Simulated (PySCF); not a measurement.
**Cl²⁺: interval between two levels**

Cl²⁺ [Ne] 3s2 3p3 [4S3/2, M_J = 3/2] → Cl²⁺ [Ne] 3s1 3p4 [4P5/2, M_J = 5/2], as a difference of total energies. All numbers are calculated (PySCF 2.14, the two-component X2C-1e Hamiltonian, in x2c-SVPall-2c with one added diffuse shell each of s, p type (5s5p1d, 25 functions)). Correlated levels: [Ne] frozen. "Screened" scales the spin-orbit matrix elements by Boettger's factors to mimic the two-electron term; Breit and QED terms are absent.

```csv
method,interval between two levels (cm⁻¹)
GHF (spin-free),105610
GMP2 (spin-free),105130
GHF (screened spin-orbit),105220
GMP2 (screened spin-orbit),104730
```

The labels give the starting determinants; with spin-orbit coupling the two ends relaxed to ⟨J²⟩ = 3.75, ⟨L²⟩ = 0.00, ⟨S²⟩ = 3.75 and ⟨J²⟩ = 8.76, ⟨L²⟩ = 2.00, ⟨S²⟩ = 3.75.
